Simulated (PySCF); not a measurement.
SMILES CC(C)(C)[SiH2][SiH2]C=O (C5H14OSi2) at its GFN2-xTB optimised geometry (Å):

```
22

C      0.3872    -0.8379     1.2692
C      0.8820    -0.1450     0.0000
C      2.4093    -0.1450     0.0000
C      0.3872     1.3011     0.0000
Si     0.2273    -1.0690    -1.5579
Si    -2.0869    -1.0839    -1.5641
C     -2.5542    -1.9942    -3.1835
O     -1.7149    -2.4391    -3.9278
H      0.7694    -0.3314     2.1557
H     -0.7010    -0.8300     1.3197
H      0.7242    -1.8721     1.3024
H      2.7963    -1.1615     0.0131
H      2.7942     0.3752     0.8774
H      2.7963     0.3542    -0.8856
H      0.7267     1.8264    -0.8905
H      0.7670     1.8357     0.8709
H     -0.7009     1.3415     0.0283
H      0.7972    -2.4256    -1.5298
H      0.7875    -0.3864    -2.7352
H     -2.8138     0.1924    -1.6465
H     -2.7963    -1.8357    -0.5175
H     -3.6260    -2.1144    -3.4507
```

Method: PySCF 2.14.0 with B3LYP/def2-SVP.

Map of the Laplacian of the electron density (e/bohr⁵), clipped to [-1.50, 1.50] on the plane z = 0.8 Å:

```
|888888888888888888888888888|
|888888888888888888888888888|
|888888888888888888888888888|
|888888888888888888888888888|
|888888888888888888888888888|
|888888888888888888888888888|
|888888888888899998888888888|
|888888888888999999888888888|
|888888888889997089888888888|
|888888888899997499988888888|
|888888888899999999999988888|
|888888888889999999998998888|
|888888888889999999980799888|
|888888888889999999986899888|
|888888888899997799999998888|
|888888888899986699999998888|
|888888888899999999999998888|
|888888888899999999999988888|
|888888888889999999888888888|
|888888888888899998888888888|
|888888888888888888888888888|
|888888888888888888888888888|
|888888888888888888888888888|
|888888888888888888888888888|
|888888888888888888888888888|
|888888888888888888888888888|
|888888888888888888888888888|
```
Scale: ten equal steps from -1.50 (start of '0') to 0.189 (end of '9'), in the order '0123456789'; x runs from -5.00 to 5.00, y from -5.00 (bottom) to 5.00 (top).
